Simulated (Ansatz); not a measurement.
A run for Ansatz (a first-principles code): U-PBE/cc-pVTZ on Se2, 2S+1 = 3, a point of a bond scan (R = 2.954 Å).

Ansatz 0.2 input:
```yaml
crystal:
  periodic: [false, false, false]
  atoms:
    - {symbol: Se, position_ang: [-0.00000000, -0.00000000, -1.09408457]}
    - {symbol: Se, position_ang: [0.00000000, 0.00000000, 1.85994377]}
basis:
  gaussian:
    orbitals: cc-pVTZ
hamiltonian:
  xc: {name: PBE}
magnetization: {spin_polarized: true, initial_magnetization: 2}
```

The log:

```
WARN ansatz: RAYON_NUM_THREADS=1 ignored (pool sized by the plan → 1); use --threads N
Functional definition: PBE
integrals: 0.03 GiB planned
760 factors; their error is unknown
mean field: 0.25 GiB planned
mean field evaluation 1: about -130679.9859 eV, gradient 8.4e0 eV
mean field evaluation 2: about -130680.0836 eV, gradient 5.0e0 eV
mean field evaluation 4: about -130680.1479 eV, gradient 2.0e-1 eV
mean field evaluation 8: about -130680.1278 eV, gradient 5.0e-2 eV
mean field evaluation 16: about -130679.2885 eV, gradient 1.5e0 eV
mean field evaluation 32: about -130679.3042 eV, gradient 1.5e-4 eV
mean field evaluation 64: about -130677.8697 eV, gradient 3.9e0 eV
mean field -130680.12779935 eV, -4802.4061184541 hartree, gradient 9.6e-6 eV, S^2 2.002947; 11 other end points of the search recorded, 0 dependent functions left out
reference -130680.12782464 eV, -4802.4061193833 hartree; 35, 33 occupied and 51, 53 virtual orbitals, 760 factors
Total energy: -130680.12782464 eV, -4802.4061193833 hartree
```

Self-consistency was reached.

Cost: about 14 core-seconds (a rough figure).
